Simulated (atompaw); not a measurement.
**Scattering properties, PAW (atompaw) potential for technetium**

technetium (Tc), PAW, made with atompaw 4.2.0.5 (PBE, scalar-relativistic). Core [Kr], reference 4d4 5s0 5p0 (charge +3). Waves: 5s (bound, empty): rc 2.85 bohr; 5s channel at 2.55 Ry: rc 2.85 bohr; 5p (bound, empty): rc 3.00 bohr; 5p channel at 2.45 Ry: rc 3.00 bohr; 4d (bound): rc 1.75 bohr; 4d channel at -1.25 Ry: rc 3.00 bohr. Local part: bessel scheme, radius 2.30 bohr. Core correction: smooth core density matched at 2.70 bohr. Augmentation charge: sinc compensation charge, radius 2.20 bohr; PAW radius 3.00 bohr; waves and projectors: custom rrkj gramschmidtortho.

The phase is arctan(r·u′/u) with u = r·R(r), unwrapped; energies in Ry, scanned from -5 to 5 Ry. A pole is an energy at which the radial function vanishes at the test radius. The pseudo phase is shifted by a multiple of π to meet the all-electron one at the reference energy, and phase errors are pseudo minus all-electron; the curves can meet again beyond the range given. Levels narrower than the energy grid can be missing from the lists of poles.

```csv
channel,radius (bohr),reference energy (Ry),"poles, all-electron","poles, pseudo",unbroken range about the reference energy with phases within 0.05 rad,phase error 1 Ry above the reference energy (rad)
s,3.02,-2.04,-0.92,"-0.94, 3.23",below 1.7,-0.004
p,3.02,-1.57,0.07,0.05,below 3.1,-0.002
d,3.02,-2.58,"-2.46, 1.93","-2.46, 1.42",below -0.5,-0.000
```

Phases in the d channel:

| E (Ry) | all-electron | pseudo |
| --- | --- | --- |
| -5.00 | 1.386 | 1.384 |
| -4.52 | 1.369 | 1.367 |
| -4.04 | 1.345 | 1.343 |
| -3.56 | 1.306 | 1.304 |
| -3.08 | 1.209 | 1.206 |
| -2.60 | -1.172 | -1.172 |
| -2.12 | -1.760 | -1.761 |
| -1.64 | -1.879 | -1.879 |
| -1.16 | -2.036 | -2.036 |
| -0.68 | -2.435 | -2.449 |
| -0.20 | -3.606 | -3.704 |
| 0.28 | -4.310 | -4.377 |
| 0.76 | -4.527 | -4.582 |
| 1.24 | -4.628 | -4.684 |
| 1.72 | -4.691 | -4.755 |
| 2.20 | -4.739 | -4.820 |
| 2.68 | -4.782 | -4.898 |
| 3.16 | -4.830 | -5.019 |
| 3.64 | -4.894 | -5.290 |
| 4.12 | -5.003 | -6.169 |
| 4.60 | -5.278 | -7.183 |
